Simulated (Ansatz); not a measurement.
`[Cl][GeH3]` + `BC(=C)O` → `BC(=C)[O][GeH3]` + HCl  (ligand exchange at a Ge–Cl bond)

Program: Ansatz. Geometries: PBE0-D4/def2-TZVP. ΔE: electronic, gas phase. CBS: MP2 limit from def2 TZ/QZ plus the TZ coupled-cluster correction, frozen cores. This one scheme is used for every species. DFT in def2-TZVPP. B3LYP here is the variant with VWN-RPA as its local correlation; programs differ in this. For Ge outer-core shells are correlated without core-valence functions, which leaves a few kJ/mol of doubt a bond. Scalar relativity is left out up to krypton. Each species was taken in one conformer, which may not be the lowest.

```
         level  ΔE (kJ/mol)
     r2SCAN-D4         56.4
      B3LYP-D4         52.8
          PBE0         63.5
MP2/def2-QZVPP         49.0
```

What does CCSD(T)/CBS give? (Best estimate.)

Ansatz gave: +50.1 kJ/mol. The listed levels differ from it by 6.3, 2.7, 13.4, -1.1 kJ/mol.

Largest T1 diagnostic among the species: 0.013.

In def2-TZVPP, CCSD(T) changes the Hartree–Fock value by −17.1 kJ/mol (the triples alone add −2.5 kJ/mol) and MP2 by −16.7 kJ/mol. The D4 term adds −7.4 kJ/mol with B3LYP and −4.3 kJ/mol with PBE0; it sums over pairs of atoms, weighted by their polarisabilities, and B3LYP, whose exchange is more repulsive, gets the larger term.
